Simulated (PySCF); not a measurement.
## Correlation energy of C²⁺ (carbon, charge +2)

[He] 2p2, high-spin 3P determinant (an excited configuration). Computed with PySCF 2.14 in x2c-TZVPPall, with scalar relativity by spin-free X2C-1e. Frozen: nothing; 4 electrons correlated.

```
  level  correlation energy (mhartree)
   CCSD                         -27.02
    (T)                          -0.02
CCSD(T)                         -27.04
  CCSDT                         -27.04
```

Diagnostics: T1 = 0.00048, D1 = 0.0009, largest double amplitude 0.026.

Cost of the coupled-cluster step: about 0.27 core-seconds, for 4 correlated electrons.

Iterations:

```
CC2 = 0
CCSD nocc = (np.int64(3), np.int64(1)), nmo = (31, 31)
frozen orbitals [[], []]
max_cycle = 100
direct = 0
conv_tol = 1e-08
conv_tol_normt = 1e-06
diis_space = 8
diis_start_cycle = 0
Init t2, MP2 energy = -0.0238120634758527
Init E_corr(UCCSD) = -0.023812063475861
cycle = 1  E_corr(UCCSD) = -0.0264815250299248  dE = -0.00266946155  norm(t1,t2) = 0.00920603
cycle = 2  E_corr(UCCSD) = -0.0269065918949306  dE = -0.000425066865  norm(t1,t2) = 0.00223822
cycle = 3  E_corr(UCCSD) = -0.0270196013761599  dE = -0.000113009481  norm(t1,t2) = 0.000591392
cycle = 4  E_corr(UCCSD) = -0.0270154123013781  dE = 4.18907478e-06  norm(t1,t2) = 4.19388e-05
cycle = 5  E_corr(UCCSD) = -0.0270159420463626  dE = -5.29744984e-07  norm(t1,t2) = 2.68753e-06
cycle = 6  E_corr(UCCSD) = -0.0270159269428119  dE = 1.51035507e-08  norm(t1,t2) = 1.10494e-07
cycle = 7  E_corr(UCCSD) = -0.0270159272395848  dE = -2.96772888e-10  norm(t1,t2) = 9.35646e-08
UCCSD converged
E(UCCSD) = -35.88328800401001  E_corr = -0.0270159272395848
UCCSD(T) correction = -2.13413207019353e-05
```

This basis was not built for core-valence correlation, so the inner-shell part is incomplete.
